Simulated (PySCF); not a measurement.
Species: C₂H₄Si₂, SMILES `[SiH](=[SiH2])C#C` (charge 0, multiplicity 1).

**Question.** Give the dipole moment, LUMO and HOMO at the level PBE-D3(BJ)/def2-TZVP // B3LYP-D3(BJ)/def2-TZVP run with PySCF 2.14.0.

**Answer.** 
```
Item              Value
-------------  --------
dipole moment    0.57 D
LUMO           -3.06 eV
HOMO           -5.28 eV
```
